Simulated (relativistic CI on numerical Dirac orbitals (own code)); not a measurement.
Sensitivity of the levels of Ho28+ to α and to the nuclear radius

Computed by Dirac-Coulomb-Breit CI, KLI orbitals optimised for each configuration, derivatives by finite differences, unscaled Slater integrals, QED left out (own radial code, finite nucleus).

Configurations in the expansion (outside the closed core [Ar] 3d10): 4s²4p⁶4d³, 4s²4p⁵4d⁴, 4s²4p⁶4d²4f, 4s²4p⁶4d4f², 4s4p⁶4d⁴, 4p⁶4d⁵, 4s²4p⁶4d²5s, 4s²4p⁶4d4f5s. Levels of other configurations are missing.

With x = (α/α₀)² − 1 an excitation energy changes as ω = ω₀ + qx; K = 2q/ω₀ is the relative enhancement. Terms are leading LS components, so labels can repeat. The field-shift factor is F = δν/δ⟨r²⟩ for the transition from the lowest level.

Lowest level 4s²4p⁶4d³ ⁴F3/2.

| Level | ω₀ (cm⁻¹) | q (cm⁻¹) | F (GHz/fm²) |
| --- | --- | --- | --- |
| 4s²4p⁶4d³ ⁴F5/2 | 61955 | 79180 | 1.59 |
| 4s²4p⁶4d³ ⁴P3/2 | 81164 | 72820 | 1.28 |
| 4s²4p⁶4d³ ⁴F7/2 | 87517 | 87210 | 1.76 |
| 4s²4p⁶4d³ ⁴P1/2 | 93460 | 77150 | 1.23 |
| 4s²4p⁶4d³ ²G9/2 | 94156 | 80170 | 1.79 |
| 4s²4p⁶4d³ ⁴P5/2 | 140675 | 103800 | 1.78 |
| 4s²4p⁶4d³ ²G7/2 | 152162 | 152400 | 3.02 |
| 4s²4p⁶4d³ ⁴F9/2 | 162344 | 160000 | 3.42 |
| 4s²4p⁶4d³ ²D3/2 | 172422 | 158300 | 2.73 |
| 4s²4p⁶4d³ ²P1/2 | 180282 | 159400 | 2.95 |
| 4s²4p⁶4d³ ²H11/2 | 191955 | 159100 | 3.64 |
| 4s²4p⁶4d³ ²D5/2 | 193662 | 144200 | 2.21 |
| 4s²4p⁶4d³ ²F5/2 | 204853 | 161200 | 2.83 |

At this charge energies of transitions that change n are usually good to better than 1 %, and those within a shell (Δn = 0) to a few per cent. Terms inside the open d or f shell come out 10 to 20 % too wide with unscaled integrals.

Question: Which transition from the lowest level has the largest |K|?

Answer: 4s²4p⁶4d³ ⁴F5/2 at 61955 cm⁻¹, K = 2.56.
